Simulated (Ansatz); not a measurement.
```xyz
5

O    -1.549    0.336    0.155
In    0.351   -0.161    0.171
Br    1.724    0.299   -1.803
Br    1.276   -1.219    2.154
H    -1.803    0.746   -0.677
```

The species carries charge 0 and has multiplicity 1. In takes the def2 core potential.

Q: List the r2SCAN/def2-TZVPP orbital energies in eV (Ansatz 0.2.0). (Best estimate.)

A: Ansatz gave: Occupied: -13122.24, -13122.19, -1695.46, -1695.41, -1526.22, -1526.17, -1526.17, -1526.16, -1526.11, -1526.11, -516.09, -235.10, -235.05, -175.34, -175.28, -175.13, -175.11, -175.08, -175.06, -126.92, -83.63, -83.43, -83.32, -69.17, -69.12, -69.11, -69.10, -69.06, -69.05, -68.95, -68.95, -68.90, -68.90, -26.02, -21.37, -21.25, -20.81, -20.73, -20.56, -19.65, -19.43, -12.54, -10.80, -9.23, -8.64, -8.37, -7.87, -7.83, -7.79, -7.75. Lowest empty: -3.29, -1.94, 0.11, 0.73, 1.86, 1.91, 2.21, 2.67.
